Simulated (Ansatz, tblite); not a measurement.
Removing an electron: PPAsSb tetrahedron (SbAsP2). The state is a singlet with charge 0. Geometry: r2SCAN-D4/def2-SVP. Ansatz, gas phase; energy differences of separate SCF runs; the oxidised species was run as a doublet alone.

```xyz
4

P    -1.202   -0.684   -0.285
P     0.793   -0.187   -1.154
As    0.668   -0.726    1.119
Sb   -0.259    1.597    0.319
```

In the def2 sets Sb takes a core potential; there is no spin–orbit coupling. The xTB rows come from tblite. HOMO above LUMO, or a gap near zero within one spin, warns that the state may not be the lowest or that an electron is smeared out.

```csv
level,−HOMO (eV),vertical IE (eV),−LUMO (eV),HOMO–LUMO gap (eV),remarks
GFN2-xTB,9.93,12.50,7.33,2.60,–
PBE-D4/def2-TZVP,5.95,8.61,2.19,3.76,gap within one spin near zero (+1 doublet)
PBE0-D4/def2-TZVP,6.86,8.70,1.54,5.32,–
```

Question: Estimate the rows for GFN1-xTB, r2SCAN-D4/def2-TZVP.

Answer: 
```json
{"level": "GFN1-xTB", "−HOMO (eV)": "9.47", "vertical IE (eV)": "13.47", "−LUMO (eV)": "6.39", "HOMO–LUMO gap (eV)": "3.09"}
{"level": "r2SCAN-D4/def2-TZVP", "−HOMO (eV)": "6.20", "vertical IE (eV)": "8.72", "−LUMO (eV)": "2.12", "HOMO–LUMO gap (eV)": "4.09"}
```

Relaxing the oxidised species (r2SCAN-D4/def2-SVP) changes its energy by -0.34 eV at PBE-D4/def2-TZVP, so the adiabatic ionisation energy to this nearest minimum is 8.27 eV. At PBE0-D4/def2-TZVP it is 8.40 eV.    Raw xTB energy differences between charge states are shifted by several eV; the methods need an empirical correction for them.
